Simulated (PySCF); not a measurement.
These are B3LYP-D3(BJ)/def2-TZVP // TPSS-D3(BJ)/def2-SVP (PySCF 2.14.0) values and carry that method's errors. All species are isolated molecules in the gas phase. B3LYP has the VWN-RPA correlation part, as in Gaussian. 

Reference species: [Ti(Cl)(F)3] (neutral, multiplicity 1).

- dipole moment = 0.22 D
- coordination number = 4

Changed species: [Ti(Cl)3(F)] (1 of 4 Cl replaced by F; the reference has 3 of 4 Cl replaced by F).

### Question
Predict the effect on the dipole moment and coordination number.

### Answer
the dipole moment goes up by 0.06 D, to 0.28 D; the coordination number stays essentially unchanged.
